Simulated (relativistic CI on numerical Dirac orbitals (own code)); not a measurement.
Crystal-field levels of Rh³⁺, 4d6

Calculated by Dirac-Coulomb-Breit CI, separate exchange-only KLI orbitals for each configuration, a model potential for QED, valence Slater integrals scaled by 0.8, one configuration in a parametric crystal field (own radial code).

Field parameters in Wybourne normalisation: D4h B²₀ = −7Ds, B⁴₀ = 21(Dq − Dt), B⁴₄ = 21√(5/14) Dq. The field is a parameter set, without covalency.

S is read from ⟨S²⟩ = S(S + 1).

Levels (cm⁻¹, degeneracy): 0 (1), 13080 (1), 13276 (2), 14900 (2), 14958 (1), 15960 (1), 16607 (1), 16909 (2), 17518 (1), 17657 (1), 21088 (2), 21272 (1).

Task: Which field gives this pattern?
A. D4h, 10Dq = 23350, Ds = 2180, Dt = -340 cm⁻¹
B. D4h, 10Dq = 23350, Ds = 1360, Dt = -340 cm⁻¹
C. D4h, 10Dq = 23350, Ds = -680, Dt = -340 cm⁻¹
D. D4h, 10Dq = 23350, Ds = -1090, Dt = -340 cm⁻¹

Result: A. D4h, 10Dq = 23350, Ds = 2180, Dt = -340 cm⁻¹, ground level with S = 0.06.
